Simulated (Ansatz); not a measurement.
CH₁₀FNSi₃, SMILES [SiH3]C[Si@@H]([SiH2]N)F.

Coordinates come from a B3LYP-D3(BJ)/def2-SVP optimisation. The structure was generated by enumeration; whether it is a known compound was not checked. The values are those of a single conformer.

Two levels are set side by side: PBE/def2-SVPD (Ansatz, a program for electronic structure) and PBE0/def2-SVPD (Ansatz). Energy differences of separate SCF runs at the same geometry; the states with an electron removed or added have multiplicity 2 and 2. Differences are taken from unrounded values.

```csv
quantity,PBE
vertical ionisation energy (eV),8.80
vertical singlet–triplet gap (eV),4.84
```

### Question
These are the PBE values. What does PBE0 give? (Estimate from the structure and the level; the computed values follow.)

### Answer

| quantity | PBE0 | PBE minus PBE0 |
|---|---|---|
| vertical ionisation energy (eV) | 9.22 | -0.42 |
| vertical singlet–triplet gap (eV) | 5.31 | -0.48 |
